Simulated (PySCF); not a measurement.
Species: C4H10BN.
Atom-mapped SMILES: `[BH2:1][NH:2][CH:3]1[CH2:4][CH2:5][CH2:6]1` (hydrogens: H7, H8 on B1; H9 on N2; H10 on C3; H11, H12 on C4; H13, H14 on C5; H15, H16 on C6)

Level: PBE0/pcSseg-1 and wB97X-D/def2-SVPD in PySCF, non-relativistic, on one gas-phase PBE0-D3(BJ)/def2-SVP geometry that isn't relaxed in the solvent. The solvent is an IEF-PCM continuum (cavity from Bondi-type radii × 1.2). Only the electrostatic response of the medium enters.

Gas phase at PBE0/pcSseg-1: HOMO -7.67 eV, LUMO 0.32 eV, dipole 2.09 D.

Problem. What does the continuum do to the energy, the frontier levels and the dipole at PBE0/pcSseg-1 in acetonitrile and water?

Solution. 
```
     solvent      ε  E(solvent) − E(gas) (kJ/mol)  polarisation term (kJ/mol)  distortion of the solute (kJ/mol)  HOMO (eV)  LUMO (eV)  dipole (D)
acetonitrile  35.69                        -10.99                      -12.74                               1.75      -7.57       0.20        2.65
       water  78.36                        -11.30                      -13.14                               1.84      -7.57       0.19        2.67
```

The polarisation term is half the interaction of the solute with the surface charges that it induces; the rest is the cost of distorting the solute's density. The sum is the electrostatic part of solvation alone. From acetonitrile to water the lowering changes by a factor 1.03, Onsager's factor (ε − 1)/(2ε + 1) by 1.02 and ε itself by 2.2.

Problem. Which radius a makes the point-dipole formula ΔE = −[(ε − 1)/(2ε + 1)]·μ²/a³ give the value in water, with the gas-phase dipole?

Solution. μ = 0.824 au and |ΔE| = 0.00430 Eh give a = 2.25 Å; the farthest nucleus lies 3.70 Å from the centroid of the nuclei, so such a sphere wouldn't even hold the nuclei. The formula assumes a rigid point dipole at the centre of a sphere.

Problem. Which ESP-fitted charges (PBE0/pcSseg-1) respond most in acetonitrile (means over atoms taken as equivalent)?

Solution. 
| atoms | environment | gas (e) | solvent (e) | change |
| --- | --- | --- | --- | --- |
| H9 | N–H hydrogen | +0.342 | +0.376 | +0.034 |
| C3 | sp3 carbon bound to nitrogen | +0.497 | +0.521 | +0.024 |
| C4/C6 | four-membered-ring carbon | -0.305 | -0.327 | -0.022 |
| B1 | three-coordinate boron | +0.214 | +0.195 | -0.019 |
| C5 | four-membered-ring carbon | -0.044 | -0.026 | +0.018 |
| N2 | boron-bound nitrogen | -0.681 | -0.699 | -0.018 |
| H11/H15 | methylene hydrogen | +0.097 | +0.110 | +0.013 |
| H7/H8 | B–H hydrogen | -0.098 | -0.108 | -0.010 |
| H13 | methylene hydrogen | +0.053 | +0.050 | -0.003 |
| H14 | methylene hydrogen | +0.045 | +0.043 | -0.002 |
| H10 | methine hydrogen | +0.028 | +0.030 | +0.002 |
| H12/H16 | methylene hydrogen | +0.078 | +0.079 | +0.001 |

Gas phase at wB97X-D/def2-SVPD: HOMO -9.51 eV, LUMO 2.15 eV, dipole 2.03 D.

Problem. What does the continuum do to the energy, the frontier levels and the dipole at wB97X-D/def2-SVPD in acetonitrile?

Solution. 
| solvent | ε | E(solvent) − E(gas) (kJ/mol) | polarisation term (kJ/mol) | distortion of the solute (kJ/mol) | HOMO (eV) | LUMO (eV) | dipole (D) |
| --- | --- | --- | --- | --- | --- | --- | --- |
| acetonitrile | 35.69 | -10.59 | -12.40 | 1.81 | -9.40 | 2.02 | 2.58 |

The atom shares or the degeneracy of the LUMO differ from the gas phase in acetonitrile, so that column needn't follow one orbital.

Problem. How does the static polarisability (wB97X-D/def2-SVPD, frozen core, with the continuum's full static response) change?

Solution. 
| medium | isotropic (au) | principal values (au) | ⟨r²⟩ of the electrons (bohr²) |
| --- | --- | --- | --- |
| gas | 70.7 | 62.8, 63.1, 86.3 | 667.9 |
| acetonitrile | 94.4 | 85.5, 88.3, 109.4 | 668.8 |

The isotropic value in acetonitrile is 1.33 times the gas-phase one; no cavity-field correction is applied. ⟨r²⟩ is taken about the centre of nuclear charge.

On one thread of an Arm Neoverse N1, shared host, this took 27 s and 0.93 GiB of memory at its peak. This is the whole shielding run at PBE0/pcSseg-1 in water, SCF included.

The values belong to the conformer `[BH2:1][NH:2][CH:3]1[CH2:4][CH2:5][CH2:6]1`: B1–N2–C3–C4 129°.

Note: wB97X-D ran without an empirical dispersion term, which enters the total energy and its gradient alone.
